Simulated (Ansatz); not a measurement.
C₁₂H₁₄F₂I₃NO₅S⁻, that is tetramethylammonium triiodophenyl difluorosulfonate ester with one electron more. Charge -1, multiplicity 2. Geometry PBE-D4/def2-SVP; atoms count from 1.

Cartesian coordinates in Å:
```
C -1.2642 0.4914 -3.4857
N 0.1547 0.8987 -3.1837
C 0.5545 2.0657 -4.0234
C 1.0641 -0.2676 -3.4745
C 0.2436 1.2664 -1.7201
H -1.3231 0.1739 -4.5433
H -1.5256 -0.3315 -2.7801
H -1.9215 1.3627 -3.3077
H -0.1232 2.9141 -3.8146
H 1.5927 2.3490 -3.7694
H 0.4920 1.7875 -5.0921
H 0.7130 -1.1704 -2.9157
H 1.0294 -0.4619 -4.5632
H 2.0890 0.0046 -3.1647
H -0.2286 0.4510 -1.1383
H -0.3080 2.2115 -1.5651
H 1.3028 1.3757 -1.4329
O 0.6267 0.3290 1.0825
C 0.5203 -0.8643 1.2714
O 0.0485 -1.4575 2.3813
C -0.1678 -0.6301 3.4990
C -1.4618 -0.2264 3.8412
I -3.1863 -0.8062 2.5444
C -1.6973 0.5468 4.9840
C -0.5921 0.9117 5.7597
I -0.9608 2.1832 7.6039
C 0.7190 0.5348 5.4506
C 0.9007 -0.2412 4.3068
I 3.1089 -0.9254 3.7574
C 0.8753 -1.9151 0.2075
F 1.4228 -3.0268 0.7356
F 1.7921 -1.3435 -0.6413
S -0.6359 -2.4274 -0.8677
O -1.4272 -1.1355 -0.9584
O -1.2848 -3.5312 -0.1327
O 0.0036 -2.7884 -2.1864
H -2.7184 0.8571 5.2548
H 1.5730 0.8354 6.0806
```

In the def2 sets I takes a core potential; there is no spin–orbit coupling. Single mean-field runs in def2-TZVP are fitted with def2-universal-jkfit.

**Question.** Estimate the Mulliken populations of the heavy atoms from the PBE0/def2-TZVP orbitals of Ansatz.

**Answer.** 
```json
{"atom": "C1", "charge (e)": "-0.30", "spin (α − β)": "0.00"}
{"atom": "N2", "charge (e)": "0.06", "spin (α − β)": "0.00"}
{"atom": "C3", "charge (e)": "-0.29", "spin (α − β)": "0.00"}
{"atom": "C4", "charge (e)": "-0.30", "spin (α − β)": "0.00"}
{"atom": "C5", "charge (e)": "-0.32", "spin (α − β)": "0.00"}
{"atom": "O18", "charge (e)": "-0.34", "spin (α − β)": "0.00"}
{"atom": "C19", "charge (e)": "0.33", "spin (α − β)": "0.00"}
{"atom": "O20", "charge (e)": "-0.19", "spin (α − β)": "0.01"}
{"atom": "C21", "charge (e)": "0.14", "spin (α − β)": "-0.03"}
{"atom": "C22", "charge (e)": "0.10", "spin (α − β)": "0.07"}
{"atom": "I23", "charge (e)": "-0.21", "spin (α − β)": "0.16"}
{"atom": "C24", "charge (e)": "-0.35", "spin (α − β)": "-0.04"}
{"atom": "C25", "charge (e)": "0.24", "spin (α − β)": "0.10"}
{"atom": "I26", "charge (e)": "-0.31", "spin (α − β)": "0.16"}
{"atom": "C27", "charge (e)": "-0.34", "spin (α − β)": "-0.05"}
{"atom": "C28", "charge (e)": "0.11", "spin (α − β)": "0.24"}
{"atom": "I29", "charge (e)": "-0.42", "spin (α − β)": "0.33"}
{"atom": "C30", "charge (e)": "0.25", "spin (α − β)": "0.00"}
{"atom": "F31", "charge (e)": "-0.14", "spin (α − β)": "0.00"}
{"atom": "F32", "charge (e)": "-0.18", "spin (α − β)": "0.00"}
{"atom": "S33", "charge (e)": "0.83", "spin (α − β)": "0.00"}
{"atom": "O34", "charge (e)": "-0.56", "spin (α − β)": "0.00"}
{"atom": "O35", "charge (e)": "-0.46", "spin (α − β)": "0.00"}
{"atom": "O36", "charge (e)": "-0.54", "spin (α − β)": "0.00"}
```
Mulliken values depend strongly on the basis.

**Question.** Where does the spin sit?

**Answer.** Summed by element: C 0.28, N 0.00, H 0.06, O 0.01, I 0.65, F 0.00, S 0.00, of 1 unpaired in all. Largest on single atoms: I29 0.33, C28 0.24, I26 0.16.

**Question.** And the Mayer bond orders between heavy atoms (over 0.3)?

**Answer.** C1–N2 0.93 (1.51 Å); N2–C3 0.94 (1.49 Å); N2–C4 0.93 (1.51 Å); N2–C5 0.92 (1.51 Å); O18–C19 1.96 (1.21 Å); C19–O20 1.18 (1.34 Å); C19–C30 0.92 (1.54 Å); O20–C21 0.92 (1.41 Å); C21–C22 1.36 (1.40 Å); C21–C28 1.37 (1.39 Å); C22–I23 0.83 (2.23 Å); C22–C24 1.37 (1.40 Å); C24–C25 1.36 (1.40 Å); C25–I26 0.73 (2.27 Å); C25–C27 1.35 (1.40 Å); C27–C28 1.41 (1.39 Å); C28–I29 0.54 (2.38 Å); C30–F31 1.15 (1.35 Å); C30–F32 1.04 (1.37 Å); C30–S33 0.81 (1.92 Å); S33–O34 1.54 (1.52 Å); S33–O35 1.87 (1.48 Å); S33–O36 1.62 (1.51 Å).
